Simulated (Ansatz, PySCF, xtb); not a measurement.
Dimer: HCl (SMILES Cl) (first 2 atoms) with N2 (SMILES N#N); geometry from B3LYP-D3(BJ)/def2-TZVP, rigid monomers moved along the line of their centres of mass till H2···N3 is 2.09 Å.
(charge 0, multiplicity 1):
| atom | x (Å) | y (Å) | z (Å) |
|---|---|---|---|
| Cl | -0.1797 | -0.2793 | -0.3226 |
| H | -0.1622 | -0.2077 | 0.9591 |
| N | -0.1329 | -0.0895 | 3.0464 |
| N | -0.1167 | -0.0278 | 4.1348 |

Counterpoise-corrected where a basis set is named; no monomer relaxation.

The values were computed with Ansatz (Gaussian basis) for Hartree–Fock, density functionals and correlated methods; PySCF for the dispersion terms; xtb for the GFN methods. Values without a source in brackets are computed.

**Question.** Estimate the interaction energy that r2SCAN-D3(BJ)/def2-TZVPPD returns for this input.

**Answer.** -32 meV

**Question.** Give the interaction energy at the level GFN-FF.

**Answer.** -61 meV

**Question.** Give the interaction energy at the level PBE0/def2-TZVPPD.

**Answer.** -28 meV

Ansatz is a first-principles code.
